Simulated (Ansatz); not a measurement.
A made-up structure of SiH$_{2}$SeO, singlet:

```xyz
5
angstrom
O -0.0619 -0.4386 1.2934
Si -0.1651 0.2290 -0.2080
Se 1.3308 -1.3126 0.2817
H 2.1986 -2.3935 0.8804
H 0.2454 1.6417 -0.3468
```

It is relaxed with PBE-D4/def2-SVP and then PBE0-D4/def2-TZVP (Ansatz 0.2.0). Atoms count as bonded within 1.22 times the sum of their covalent radii (H–H: 0.88 Å). The end point is not checked to be a true minimum.

**Question.** Does its bonding change? (Judge from chemistry; the calculation decides.)

**Answer.** The calculation gives: Yes. Formed: none; broken: Si2–Se3.

Where it ends: The first stage lowers the energy by 2.68 eV in 23 steps. It ends as SiH₂SeO ([SiH][O][SeH]):
```xyz
5
angstrom
O 0.4256 -0.4221 0.7456
Si 0.1744 0.5369 -0.5955
Se 0.8863 -2.1613 0.5215
H 2.2788 -1.9765 0.9657
H -0.2174 1.7490 0.2634
```

Labels in which every atom is bracketed show which atoms are joined, not bond orders.

For scale, one of the runs: PBE0-D4/def2-TZVP relaxation, 128 basis functions, launched by `ansatz run in.yaml --threads 2 --pin off --events-out ev --progress --plain --max-ram 4352MiB`. The run took about 47 s on 2 CPU threads of an Arm Neoverse V1 (shared host).
